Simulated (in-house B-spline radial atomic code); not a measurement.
Computed with a B-spline radial atomic code. Model: two electrons, singlet ground state, non-relativistic, full CI in B-splines with partial waves to l = 8 (at full coupling up to 3e-4 hartree above the limit, correlation up to 0.6 % small), density held at that of full coupling by Lieb maximisation.

W(λ) is the mean repulsion in the state of coupling λ less the Hartree energy of the fixed density. Its start is exact exchange, its initial slope is twice the second-order Görling-Levy correlation energy, and its area from 0 to 1 is E_xc. A straight curve means weak, dynamic correlation, and a curve that drops fast and flattens means strong correlation.

Command:
```bash
python run_ac.py task.json out
```
Settings (lengths in bohr, energies in hartree):
```
potential              yukawa
strength               8.89
lmax                   8
second                 3.69
```

Cost of the run: 15 s on 1 thread of Intel(R) Xeon(R) Processor @ 2.30GHz, with other jobs on the host.

**W = mean repulsion less Hartree energy, and W of three functionals.**

Given: confinement screened point charge; nuclear charge 8.89; screening of the nucleus 3.69 1/bohr; external potential -Z exp(-k r)/r.

Computed: LDA exchange minus exact 641.61 millihartree; PBE exchange minus exact 52.122 millihartree.

| coupling | W xc (hartree) | W xc minus exchange (millihartree) | kinetic minus Kohn-Sham (millihartree) | LDA (PW92) W minus its exchange (millihartree) | PBE W minus its exchange (millihartree) | SCAN W minus its exchange (millihartree) |
| --- | --- | --- | --- | --- | --- | --- |
| 0 | -4.6565 | 0 | 0 | 0 | 0 | 0 |
| 0.02 | -4.6584 | -1.927 | 0 | -15.53 | -1.76 | -1.84 |
| 0.05 | -4.6613 | -4.811 | 0.1 | -33.22 | -4.41 | -4.57 |
| 0.12 | -4.668 | -11.502 | 0.7 | -67.08 | -10.64 | -10.86 |
| 0.25 | -4.6803 | -23.807 | 3 | -118.23 | -22.3 | -22.32 |
| 0.4 | -4.6943 | -37.81 | 7.5 | -167.77 | -35.79 | -35.25 |
| 0.6 | -4.7126 | -56.165 | 16.7 | -224.81 | -53.72 | -52.05 |
| 0.8 | -4.7306 | -74.166 | 29.3 | -275.09 | -71.51 | -68.41 |
| 1 | -4.7483 | -91.823 | 45.2 | -320.56 | -89.12 | -84.36 |
| 1.4 | ? | ? | ? | ? | ? | ? |
| 2 | -4.8317 | -175.28 | 169.7 | -504.32 | -173.66 | -158.97 |
| 3 | ? | ? | ? | ? | ? | ? |
| 4.5 | -5.0103 | -353.82 | 741.8 | -815.33 | -358.31 | -316.86 |
| 7 | -5.1551 | -498.64 | 1568.5 | -1031 | -510.54 | -445.56 |
| 10 | -5.296 | -639.56 | 2758.6 | -1226 | -661.32 | -572.96 |

Q: What belongs in the row 1.4?

A: W xc (hartree): -4.7826; W xc minus exchange (millihartree): -126.15; kinetic minus Kohn-Sham (millihartree): 86.3; LDA (PW92) W minus its exchange (millihartree): -401.18; PBE W minus its exchange (millihartree): -123.67; SCAN W minus its exchange (millihartree): -115.18.

Q: What belongs in the row 3?

A: W xc (hartree): -4.9079; W xc minus exchange (millihartree): -251.42; kinetic minus Kohn-Sham (millihartree): 359.5; LDA (PW92) W minus its exchange (millihartree): -646.01; PBE W minus its exchange (millihartree): -251.96; SCAN W minus its exchange (millihartree): -226.4.

Q: What is the SCAN exchange minus exact?

A: -23.753 millihartree.

**Energy parts, natural occupations and partial-wave weights.**

Computed: total energy -25.3166 hartree; exchange energy -4.6565 hartree; kinetic part of the DFT correlation energy 0.045151 hartree; initial slope twice GL2 -0.096407 hartree; kinetic part over minus potential part 0.49172; Hartree energy 9.3129 hartree; Kohn-Sham kinetic 59.044 hartree.

| natural | occupation of the shell (electrons) |
| --- | --- |
| s | 1.999 |
| p | 0.00046378 |
| s | 0.00045221 |
| d | 2.5933e-05 |
| p | ? |
| s | 1.1767e-05 |

Q: What belongs in the row p?

A: occupation of the shell (electrons): 2.159e-05.

```csv
wave,weight
s,0.99974
p,0.00024394
d,1.4846e-05
f,?
g,5.3513e-07
```

Q: What belongs in the row f?

A: weight: 2.2381e-06.

Q: What is the correlation energy?

A: -0.046672 hartree.

Q: What is the Lieb Oxford ratio E_xc over LDA exchange?

A: 1.1714.

Half-way to full coupling W has made 51 % of its drop, against 50 % for a straight line, and second-order (GL2) theory, half the initial slope, overshoots the correlation energy by about 3 %: correlation is weak here. Over couplings 0 to 1 the errors in E_xc come to about +502 millihartree for LDA, +54 millihartree for PBE, -20 millihartree for SCAN, so SCAN is nearest. In LDA and SCAN the errors of exchange and correlation have opposite signs, so the sum is smaller than the larger of the two.
